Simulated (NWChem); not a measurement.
Species: P₂H cation; SMILES P#[PH+]

```xyz
3

P      0.0000     0.0000     1.0404
P      0.0000     0.0000    -0.8584
H      0.0000     0.0000    -2.2951
```
Atoms are numbered in this order, from 1.

All runs use the structure optimised with PBE-D3(BJ)/def2-SVP.

Question: List the 4 lowest vertical singlet excitations from CAM-B3LYP/6-31+G* (spherical d), full TDDFT (NWChem).

Answer: 
```csv
state,energy (eV),oscillator strength,leading excitation (squared amplitude)
S1,3.31,0.000,HOMO−1 → LUMO+1 (0.50)
S2,3.79,0.000,HOMO−1 → LUMO+1 (0.49)
S3,3.79,0.000,HOMO−1 → LUMO (0.49)
S4,4.92,0.021,HOMO → LUMO+2 (0.99)
```
